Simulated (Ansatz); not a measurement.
`[SiH2]1[GeH2][GeH2][GeH2][GeH2]1`. Charge 0, multiplicity 1. Correlated methods include outer-core shells of Ge, which these sets cover unevenly. Scalar relativity is left out up to krypton.

Cartesian coordinates in Å:
```
Si -1.692 1.056 -0.232
Ge -0.923 0.063 1.794
Ge 0.775 -1.538 1.089
Ge 1.495 -0.806 -1.124
Ge 0.288 1.267 -1.543
H -2.392 2.352 -0.015
H -2.623 0.114 -0.913
H -2.047 -0.605 2.605
H -0.263 1.140 2.676
H 0.173 -2.953 1.011
H 1.953 -1.568 2.079
H 1.104 -1.860 -2.176
H 3.019 -0.601 -1.188
H 1.125 2.452 -1.023
H 0.009 1.489 -3.040
```

Give the diagnostics of a CCSD(T)/def2-TZVPP run (frozen core, Ansatz 0.2.0). (Best estimate.)

Ansatz gave: T1 = 0.0121, largest single amplitude 0.030, largest double 0.021, (T) share of the correlation energy 3.8 %, 8 CCSD cycles. The RHF solution is stable towards an unrestricted one. T1 lies under the customary mark of 0.02 for closed shells.
